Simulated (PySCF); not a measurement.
Computed vibrations of Lu(OH)3

Lu(OH)3 (singlet in the valence; each metal's 4f electrons, 14 of them, lie in its core potential, out of spins and levels). PySCF 2.14.0, RKS PBE0, Lu lcecp-1-SVP with ECP60, O def2-SVP, H def2-SVP; non-relativistic Hamiltonian with scalar-relativistic core potentials where named; density fitting; no spin-orbit coupling. Central differences of gradients.

```xyz
7

Lu    0.0000    0.0000   -0.0014
O     1.9972    0.0000    0.0045
H     2.9513    0.0000    0.0108
O    -0.9986    1.7296    0.0045
H    -1.4756    2.5559    0.0108
O    -0.9986   -1.7296    0.0045
H    -1.4756   -2.5559    0.0108
```

Run from Python with OMP_NUM_THREADS=2. Where DIIS fails, smearing, a level shift and second-order steps follow.
It took 41 s on 2 threads of Arm Neoverse V2, with other jobs on the host.

Problem. What are the harmonic wavenumbers and infrared intensities?

Solution. Modes are labelled in C3v; negative numbers are unstable modes, those under 60 cm⁻¹ near the noise; a finer grid moves soft modes by up to 10 cm⁻¹.
```json
{"cm⁻¹": "55", "km/mol": "13.2", "symmetry": "a1"}
{"cm⁻¹": "132", "km/mol": "1.8", "symmetry": "e"}
{"cm⁻¹": "132", "km/mol": "1.8", "symmetry": "e"}
{"cm⁻¹": "295", "km/mol": "0.0", "symmetry": "a2"}
{"cm⁻¹": "363", "km/mol": "267.3", "symmetry": "e"}
{"cm⁻¹": "363", "km/mol": "267.3", "symmetry": "e"}
{"cm⁻¹": "483", "km/mol": "0.0", "symmetry": "e"}
{"cm⁻¹": "483", "km/mol": "0.0", "symmetry": "e"}
{"cm⁻¹": "493", "km/mol": "488.5", "symmetry": "a1"}
{"cm⁻¹": "617", "km/mol": "172.4", "symmetry": "e"}
{"cm⁻¹": "617", "km/mol": "172.4", "symmetry": "e"}
{"cm⁻¹": "641", "km/mol": "0.0", "symmetry": "a1"}
{"cm⁻¹": "4044", "km/mol": "200.0", "symmetry": "e"}
{"cm⁻¹": "4044", "km/mol": "200.0", "symmetry": "e"}
{"cm⁻¹": "4046", "km/mol": "0.0", "symmetry": "a1"}
```

Problem. Is this a minimum?

Solution. Yes, within the noise of the softest modes. Ideal gas at 298.15 K and 1 bar: S = 350.2 J/(mol K), Cp = 106.0 J/(mol K), H − H(0 K) = 21.6 kJ/mol (rigid rotor, harmonic modes, spin degeneracy alone, that of the 4f electrons in the core included; the modes under 60 cm⁻¹ make these uncertain).

An lcecp potential fixes the number of 4f electrons, so in runs with it no electron can move into or out of that shell.
